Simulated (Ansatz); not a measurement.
Isolated molecules relaxed with PBE0-D4/def2-TZVP in Ansatz; ΔE leaves out vibrations. CCSD(T)/CBS is the MP2 limit (def2-TZVPP, def2-QZVPP) plus CCSD(T) − MP2 in def2-TZVPP, frozen cores. This one scheme is used for every species. DFT in def2-TZVPP. B3LYP here is the variant with VWN-RPA as its local correlation; programs differ in this. One conformer a species, not always the lowest.

`N[SiH](F)[Si](N)(O)O` + H₂O → `N[SiH](O)[Si](N)(O)O` + H–F  (formal hydrolysis of the Si–F bond)

```csv
level,ΔE (kJ/mol)
B3LYP,50.9
CCSD/CBS(def2),46.2
```

Question: What does CCSD(T)/CBS give? (Best estimate.)

Answer: The calculation gave: +44.5 kJ/mol. The listed levels differ from it by 6.4, 1.7 kJ/mol.

Largest T1 diagnostic among the species: 0.012.

The D4 term adds −4.1 kJ/mol with B3LYP and −2.2 kJ/mol with PBE0; it sums over pairs of atoms, weighted by their polarisabilities, and B3LYP, whose exchange is more repulsive, gets the larger term. In def2-TZVPP, CCSD(T) changes the Hartree–Fock value by −10.9 kJ/mol (the triples alone add −1.7 kJ/mol) and MP2 by −12.8 kJ/mol.
